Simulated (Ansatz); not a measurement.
Geometry optimisation, UKS PBE/def2-SVP in Ansatz 0.2.0.

Input file:

```yaml
crystal:
  periodic: [false, false, false]
  atoms:
    - { symbol: W, position_ang: [0.0, 0.0, 0.0] }
    - { symbol: Cl, position_ang: [0.0, 0.0, 2.64] }
    - { symbol: F, position_ang: [1.85, 0.0, 0.0] }
    - { symbol: H, position_ang: [0.0, 1.72, 0.0] }
    - { symbol: O, position_ang: [-1.94, 0.0, 0.0] }
    - { symbol: H, position_ang: [-2.2771, -0.1263, 0.9437] }
    - { symbol: F, position_ang: [0.0, -1.85, 0.0] }
    - { symbol: F, position_ang: [0.0, 0.0, -1.85] }
    - { symbol: Cl, position_ang: [0.0, 0.0, 4.98] }
magnetization:
  spin_polarized: true
  initial_magnetization: 1
basis:
  gaussian: { orbitals: def2-SVP }
hamiltonian:
  xc: pbe
relax:
  f_tol: 0.15
  max_steps: 25
  restrain:
    - { distance: [1, 8], at: 3.24, k: 30.0 }
    - { distance: [0, 1], at: 2.39, k: 30.0 }
output:
  orbitals: {}
```

Launched with:

```bash
$ ansatz run input.yaml --threads 4 --pin off --max-ram 5120MiB --backend cpu --events-out ev --progress --plain --runs-dir out
```

Where does it end, and by what steps?

The forces met the threshold. The restraints hold the end off the free minimum; the threshold counts their pulls, which the force column leaves out. Restrained pairs: Cl2–Cl9 (2.34 → 3.23 Å), W1–Cl2 (2.64 → 2.38 Å). After 22 steps the energy has fallen by 1.547 eV (the restraints' own energy left out); F7 moved furthest, 1.41 Å.

| step | energy less start (eV) | largest force component (eV/Å) | accepted |
| --- | --- | --- | --- |
| 0 | 0.0000 | 3.237 | yes |
| 1 | -0.6555 | 1.758 | yes |
| 2 | -0.8605 | 0.982 | yes |
| 3 | -1.0145 | 0.674 | yes |
| 4 | -1.1308 | 0.652 | yes |
| 5 | -1.1852 | 0.878 | yes |
| 6 | -1.2824 | 0.358 | yes |
| 7 | -1.3219 | 0.788 | yes |
| 8 | -1.3385 | 0.642 | no |
| 9 | -1.3569 | 0.246 | yes |
| 10 | -1.3817 | 0.273 | yes |
| 11 | -1.4068 | 0.309 | yes |
| 12 | -1.4257 | 0.820 | yes |
| 13 | -1.4683 | 0.322 | yes |
| 14 | -1.4953 | 0.316 | yes |
| 15 | -1.5062 | 0.376 | yes |
| 16 | -1.5255 | 0.299 | yes |
| 17 | -1.5333 | 0.302 | yes |
| 18 | -1.5378 | 0.280 | yes |
| 19 | -1.5395 | 0.355 | yes |
| 20 | -1.5440 | 0.298 | yes |
| 21 | -1.5443 | 0.507 | no |
| 22 | -1.5468 | 0.320 | yes |

```xyz
9
Properties=species:S:1:pos:R:3
W 0.028 -0.033 0.215
Cl 0.609 1.108 2.224
F 1.678 -0.257 -0.627
H 0.298 1.629 -0.084
O -1.781 0.002 0.616
H -2.677 -0.118 0.247
F 0.532 -1.514 1.264
F -0.575 -0.090 -1.570
Cl -0.479 -0.984 4.429
```

Run time: 2.5 min on 4 threads of Arm Neoverse V2, on a shared host, peak memory 0.39 GiB.
